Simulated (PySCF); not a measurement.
AgI, SMILES [I][Ag], multiplicity 1. Geometry optimised at B3LYP-D3(BJ)/def2-TZVP. The multiplicity is an assumed one; other spin states were not compared. The def2 effective core potentials stand for the cores of Ag, I; spin–orbit coupling is left out.

Computed equilibrium geometry at B3LYP-D3(BJ)/def2-TZVP (PySCF confirms it by a frequency run) as bond lengths and angles, and its point group:
point group C∞v.
Atoms: Ag1 I2. Bond lengths (Å): Ag1–I2 2.593.
Charge 0, spin multiplicity 1.
